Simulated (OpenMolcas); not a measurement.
An atom or ion with 22 electrons was computed by MS-RASPT2, IPEA 0.25 Eh, imaginary shift 0.1 Eh with spin-orbit coupling (OpenMolcas, ANO-RCC-VQZP, DKH2). The lowest levels that the run gave, each within 12 % of the measured value where one is at hand:

```tsv
J	Parity	E (cm⁻¹)	g
0	even	0.0	
1	even	215	1.501
2	even	626	1.501
3	even	1207	1.501
4	even	1931	1.501
0	even	27810	
4	even	28710	0.808
1	even	29090	1.499
5	even	29180	1.037
6	even	29690	1.166
2	even	31200	1.491
2	even	31270	0.675
```

Task: Which ion is it, and what are the configurations and terms?

Result: Co⁵⁺ (Z = 27, charge +5; active space 10 electrons in 8 orbitals (RAS1 3p, at most 2 holes; RAS2 3d)). J, parity and g give the terms where levels are pure, and mixed ones are named by the computed weights; the size of the splittings, set against known spectra of the 22-electron sequence, gives the charge. In order, with the measured energies in cm⁻¹ (Sugar and Corliss, J. Phys. Chem. Ref. Data 10, 1097 (1981)): 3d⁴ ⁵D₀, 3d⁴ ⁵D₁ (204), 3d⁴ ⁵D₂ (589), 3d⁴ ⁵D₃ (1125), 3d⁴ ⁵D₄ (1782), 3d⁴ ³P₀(1) (27166), 3d⁴ ³H₄ (28377), 3d⁴ ³P₁(1) (28462), 3d⁴ ³H₅ (28806), 3d⁴ ³H₆ (29234), 3d⁴ ³P₂(1) (30506), 3d⁴ ³F₂(1) (30555).

Term energies are means over components that CASPT2 splits; among the terms shown or strongly mixed into the levels shown the widest spread is 470 cm-1 (3d⁴ ³H). Active for correlation alone: 3p; no level in the range computed is led by a configuration that opens it, so any true level of that kind is missing. Measured partners are found by configuration, term and J. A level has none where our copy of the source lacks it or the pairing is in doubt (some pairs that miss far off the trend of their configuration count as doubtful), and it then counts in no deviation. Levels of configurations outside the active space are missing.

A number in round brackets counts repeated terms of one configuration in the order of the reference energies.
